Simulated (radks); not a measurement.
Problem. The mean radii <r> (bohr) of the occupied orbitals of an atom or ion are listed with their occupations. Method: scalar-relativistic Kohn-Sham, PBE, spin-polarised, spherical densities, point nucleus; computed with a radial shooting solver on a logarithmic mesh with Libxc functionals.

| orbital | occ. | <r> |
|---|---|---|
| 1s up | 1 | 0.08105 |
| 1s down | 1 | 0.08103 |
| 2s up | 1 | 0.3868 |
| 2s down | 1 | 0.3865 |
| 2p up | 3 | 0.3493 |
| 2p down | 3 | 0.3492 |
| 3s up | 1 | 1.166 |
| 3s down | 1 | 1.174 |
| 3p up | 3 | 1.234 |

Name the element and its charge. Open shells, if any, are filled with parallel spins first.

Solution. Z = 19, potassium, charge +4: K4+ in [Ne] 3s2 3p3. The 1s radius gives Z: for a bare nucleus <r> = (2 gamma + 1)/(2Z) with gamma = sqrt(1 - (Z/c)^2), 0.07844 bohr for Z = 19, and screening makes it slightly larger (0.08105 here). The occupations add up to 15, and the charge is Z minus that.
